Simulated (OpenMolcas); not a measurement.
## N III: CASPT2 settings compared

- Program: OpenMolcas
- Basis: ANO-L-VQZP [5s4p3d2f]
- Scalar Hamiltonian: non-relativistic, point nucleus
- Active space: 3 electrons in 8 orbitals (2s 2p 3s 3p)
- State averaging: 2S+1 = 2 odd, 3 roots; 2S+1 = 4 odd, 1 root kept (CI in the orbitals of an earlier block); 2S+1 = 2 even, 9 roots; 2S+1 = 4 even, 3 roots kept (CI in the orbitals of an earlier block)
- Spin-orbit coupling: state interaction with AMFI integrals over the reference wave functions, term energies averaged over their components

Methods on the same reference wave functions:
A. CASSCF
B. SS-CASPT2, IPEA 0.2 Eh, real shift 0.15 Eh (closed shells correlated: 1s)
C. SS-CASPT2, IPEA 0.4 Eh, real shift 0.1 Eh (closed shells correlated: 1s)
D. SS-CASPT2, IPEA 0.6 Eh, imaginary shift 0.25 Eh (closed shells correlated: 1s)

Energies in cm-1 above 2s2 2p 2P* 1/2, the measured ground level; measured values from Moore, Selected Tables of Atomic Spectra, NSRDS-NBS 3, section 5.

```json
{"Level": "2s2 2p 2P* 1/2", "A": "0.0", "B": "0.0", "C": "0.0", "D": "0.0", "Measured": "0.0"}
{"Level": "2s2 2p 2P* 3/2", "A": "164", "B": "164", "C": "164", "D": "164", "Measured": "174"}
{"Level": "2s 2p2 4P 1/2", "A": "52970", "B": "56000", "C": "55920", "D": "55840", "Measured": ""}
{"Level": "2s 2p2 4P 3/2", "A": "53028", "B": "56060", "C": "55980", "D": "55900", "Measured": "57247"}
{"Level": "2s 2p2 4P 5/2", "A": "53124", "B": "56160", "C": "56080", "D": "56000", "Measured": "57328"}
{"Level": "2s 2p2 2D 3/2", "A": "106630", "B": "100830", "C": "100970", "D": "101100", "Measured": "101031"}
{"Level": "2s 2p2 2D 5/2", "A": "106635", "B": "100840", "C": "100970", "D": "101110", "Measured": "101024"}
{"Level": "2s 2p2 2S 1/2", "A": "133189", "B": "131230", "C": "131180", "D": "131150", "Measured": "131004"}
{"Level": "2s 2p2 2P 1/2", "A": "155877", "B": "146970", "C": "147290", "D": "147570", "Measured": "145876"}
{"Level": "2s 2p2 2P 3/2", "A": "155993", "B": "147090", "C": "147400", "D": "147680", "Measured": "145986"}
```

Deviations, from unrounded energies. A percentage is the sum of absolute deviations over the sum of measured energies, with the sign that they share, or ± where signs differ.

| Against measurement | Levels | A | B | C | D |
| --- | --- | --- | --- | --- | --- |
| mean absolute deviation (cm-1) | 8 | 5200 | 650 | 710 | 800 |
| fine structure of the ground term (%) | 1 | -5.7 | -5.7 | -5.7 | -5.7 |
| other configurations (%) | 7 | ±5.7 | ±0.7 | ±0.8 | ±0.9 |

B lies closest to measurement on these levels and A furthest from it. The largest miss of B in the table is 2s 2p2 4P 3/2, by -1200 cm-1. The ranking rests on the paired levels alone, and a cruder setting can come out closer through cancelling errors.

Among B to D the level of the table that moves most is 2s 2p2 2P 3/2, by 590 cm-1 (lowest in B, highest in D). Moves below CASPT2's spread within the term are not significant.

The lowest spin-free term lies below A's lowest term by 0.036 hartree in B, 0.036 hartree in C, 0.035 hartree in D.

Term energies are means over components that CASPT2 splits; among the terms shown or strongly mixed into the levels shown the widest spread is 14 cm-1 (2s 2p2 2P, D). Terms from blocks run as CI alone lack orbitals of their own. Active for correlation alone: 3p 3s; no level in the range computed is led by a configuration that fills them, so any true level of that kind is missing. Measured partners are found by configuration, term and J. A level has none where our copy of the source lacks it or the pairing is in doubt (some pairs that miss far off the trend of their configuration count as doubtful), and it then counts in no deviation. Only configurations of the active space appear. Levels that lie high or do not pair safely by name in every column are left out.

* marks odd parity.
